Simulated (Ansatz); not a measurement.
`[NH2][GeH2][SiH2]Cl` + `CCNN` → `CCN[SiH2]Cl` + `[NH2][GeH2][NH2]`  (formal exchange of groups at the Si–Ge bond)

Isolated molecules relaxed with PBE0-D4/def2-TZVP in Ansatz; ΔE leaves out vibrations. CCSD(T)/CBS is the MP2 limit (def2-TZVPP, def2-QZVPP) plus CCSD(T) − MP2 in def2-TZVPP, frozen cores. Functionals use def2-TZVPP. For Ge outer-core shells are correlated without core-valence functions, which leaves a few kJ/mol of doubt a bond. Scalar relativity is left out up to krypton. One conformer a species, not always the lowest.

`[NH2][GeH2][SiH2]Cl`:

Z-matrix (Å, degrees):
```
Ge
Si 1 2.383
N 1 1.845 2 107.4
H 1 1.537 2 111.4 3 -116.3
H 1 1.553 2 109.0 3 124.3
Cl 2 2.060 1 110.2 3 65.8
H 2 1.485 1 111.1 3 -174.5
H 2 1.486 1 110.9 3 -53.4
H 3 1.011 1 114.0 2 64.8
H 3 1.011 1 113.6 2 -170.5
```

`CCNN`:

```xyz
12

C     0.705   -0.867    0.824
C     0.014    0.487    0.759
N    -0.884    0.679   -0.363
N    -0.200    0.592   -1.595
H     1.328   -1.030   -0.059
H     1.354   -0.934    1.702
H    -0.025   -1.681    0.888
H     0.761    1.283    0.712
H    -0.576    0.650    1.667
H    -1.644    0.007   -0.311
H    -0.153   -0.355   -1.956
H    -0.682    1.169   -2.270
```

`CCN[SiH2]Cl`:

Cartesian coordinates in Å:
```
C -0.197 0.470 -1.685
C -0.865 0.453 -0.321
N 0.067 0.505 0.791
Si 0.640 -0.854 1.630
Cl 1.955 -2.060 0.566
H 0.393 1.381 -1.817
H -0.942 0.436 -2.483
H 0.474 -0.384 -1.799
H -1.462 -0.458 -0.213
H -1.571 1.288 -0.241
H 0.631 1.342 0.804
H 1.383 -0.384 2.819
H -0.504 -1.735 1.950
```

`[NH2][GeH2][NH2]`:

Cartesian coordinates in Å:
```
N 1.068 0.919 -0.623
Ge 0.144 -0.565 -0.073
N -1.335 0.128 0.757
H 0.584 1.483 -1.307
H 2.012 0.746 -0.939
H 1.137 -1.352 0.814
H -0.411 -1.491 -1.180
H -2.064 -0.540 0.965
H -1.134 0.672 1.584
```

```json
{"level": "PBE-D4", "ΔE (kcal/mol)": "-49.4"}
{"level": "ωB97M-V", "ΔE (kcal/mol)": "-55.5"}
{"level": "PBE0", "ΔE (kcal/mol)": "-51.2"}
{"level": "MP2/def2-QZVPP", "ΔE (kcal/mol)": "-60.5"}
```

Q: What does CCSD(T)/CBS give? (Best estimate.)

A: Ansatz gave: -56.8 kcal/mol. The listed levels differ from it by 7.4, 1.3, 5.6, -3.7 kcal/mol.

Largest T1 diagnostic among the species: 0.011.

From PBE to PBE0 (25 % exact exchange), in def2-TZVPP and without D4, ΔE moves by −2.3 kcal/mol.
